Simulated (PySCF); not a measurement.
Geometry (Å), atoms numbered from 1 in this order:
```xyz
11

F     2.767    1.387   -0.159
Si    1.669    0.252   -0.436
F     1.135    0.471   -1.940
O     0.453    0.568    0.635
C    -0.738   -0.114    0.648
C    -1.616   -0.145   -0.519
O    -0.798   -1.258   -0.145
H     2.291   -1.070   -0.308
H    -1.136   -0.206    1.666
H    -2.695   -0.300   -0.405
H    -1.294    0.382   -1.424
```

Geometry: PBE0-D3(BJ)/def2-SVP; GIAO absolute shieldings from PySCF, gas phase, non-relativistic, averaged over equivalent atoms.

At PBE0/6-31G* (110 basis functions, 22 s wall time on 1 thread of an Intel Xeon, shared host):
```
atoms  σ (ppm)
   F3    319.7
   F1    326.5
  Si2    455.8
   O4    243.4
   O7    291.1
   C5    125.7
   C6    148.3
   H8    26.83
   H9    27.35
  H11    29.07
  H10    29.51
```

Q: Predict the values at PBE0/cc-pVTZ on the same geometry.

A: 
| atoms | σ at PBE0/cc-pVTZ | change |
| --- | --- | --- |
| F3 | 310.8 | -8.9 |
| F1 | 324.0 | -2.5 |
| Si2 | 412.6 | -43.2 |
| O4 | 229.4 | -14.0 |
| O7 | 282.6 | -8.5 |
| C5 | 113.9 | -11.8 |
| C6 | 139.6 | -8.7 |
| H8 | 26.40 | -0.43 |
| H9 | 26.69 | -0.66 |
| H11 | 28.40 | -0.67 |
| H10 | 28.94 | -0.57 |

The largest change is at Si2 (silicon bonded to 2 F, O, H). Cost: 270 basis functions, 110 s wall time on 1 thread of an Intel Xeon, shared host.
